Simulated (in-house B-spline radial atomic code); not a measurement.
A fraction x of an electron is removed from 3d in Co IV (Co3+), starting from [Ar] 3d6 and keeping the highest spin. Level of theory: non-relativistic BLYP, spin-polarised, spherical fractional occupations, point nucleus; calculated with a B-spline radial code for spherical atoms.

```
   x  E(x) - E(0) (eV)  3d down level (eV)
   0            0.0000             -42.722
0.09            3.9202             -44.398
0.24           10.7921             -47.235
0.33           15.1208             -48.963
0.43           20.1141             -50.905
 0.5           23.7254             -52.278
0.54           25.8323             -53.068
0.65           31.7900             -55.257
0.77           38.5657             -57.677
   1           52.3724                   -
```

The exact functional would give a straight line between the two integer points. Deviations E(x) - E(0) - x[E(1) - E(0)], in eV: -0.793 at x = 0.09, -1.777 at x = 0.24, -2.162 at x = 0.33, -2.406 at x = 0.43, -2.461 at x = 0.5, -2.449 at x = 0.54, -2.252 at x = 0.65, -1.761 at x = 0.77.

The curve lies below the straight line by up to 2.461 eV (at x = 0.5): convex, the delocalisation error that favours fractional charges.

**Question.** How well does Slater's transition state (minus the level at half occupation) give the ionisation energy?

**Answer.** It gives 52.278 eV against 52.372 eV from the two total energies; NIST lists 51.27 eV, ground level to ground level.
